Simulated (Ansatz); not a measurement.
```xyz
7

C    -0.0027    0.0214   -0.6824
C    -0.0087   -0.0378    0.7882
H     0.9249    0.0169    1.3517
H    -0.9363    0.0240    1.3529
H    -0.0008    1.0630   -1.0755
H     0.8938   -0.4710   -1.1315
H    -0.8828   -0.4621   -1.1200
```

Basis set: STO-3G (spherical functions). Correlated methods keep 2 orbitals frozen. Charge 0, multiplicity 2.

Computed with Ansatz (development build ahead of 0.2.0); each method stands on the lowest determinant of its kind that the runs found.

The atomization energy at this shape (free ground-state atoms in the same class of orbitals less the molecule, no zero-point energy) of doublet C₂H₅:

| method | atomization energy |
| --- | --- |
| UHF-MP2 | 27.20 eV |

What does UHF give?

25.31 eV.

This basis has no polarisation functions and is too small for such energies, which can lie far from measured ones in either direction.
